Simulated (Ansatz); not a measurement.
Reactions of BrFH₂Sn, SMILES `[F][SnH2][Br]`.

Isolated molecules relaxed with PBE0-D4/def2-TZVP in Ansatz; ΔE leaves out vibrations. CCSD(T)/CBS adds triple-zeta CCSD(T) − MP2 to the extrapolated MP2 energy (def2 sets, frozen cores). This one scheme is used for every species. Elements past krypton have def2 core potentials. For Br, Sn, W outer-core shells are correlated without core-valence functions, which leaves a few kJ/mol of doubt a bond. Scalar relativity is left out up to krypton. One conformer a species, not always the lowest.

Task: Order these by ΔE at CCSD(T)/CBS, lowest first. (Best estimate.)
A. `[F][SnH2][Br]` + H₂S → `[F][SnH2][SH]` + HBr
B. `[F][SnH2][Br]` + `C[CH2][Al]([F])[Br]` → `[Br][SnH2][Br]` + `C[CH2][Al]([F])[F]`
C. `[F][SnH2][Br]` + H₂O → `[OH][SnH2][Br]` + H–F
D. `[F][SnH2][Br]` + HBr → `[Br][SnH2][Br]` + H–F
E. `[F][SnH2][Br]` + `C#N` → `N#[C][SnH2][F]` + HBr
F. `[F][SnH2][Br]` + `C=C(N)CBr` → `C=[C](N)[SnH2][F]` + `BrCBr`
G. `[F][SnH2][Br]` + `CO[SiH2][SiH2]N` → `C[O][SnH2][Br]` + `N[SiH2][SiH2]F`
H. `[F][SnH2][Br]` + `[OH][W]([OH])([OH])([OH])([F])[Cl]` → `[OH][SnH2][Br]` + `[OH][W]([OH])([OH])([F])([F])[Cl]`

Result: B (-17.2 kcal/mol), D (-12.8 kcal/mol), G (-2.7 kcal/mol), H (+3.4 kcal/mol), C (+7.3 kcal/mol), A (+9.9 kcal/mol), E (+21.0 kcal/mol), F (+41.0 kcal/mol).

Largest T1 diagnostic: 0.022, for `[OH][W]([OH])([OH])([OH])([F])[Cl]`.
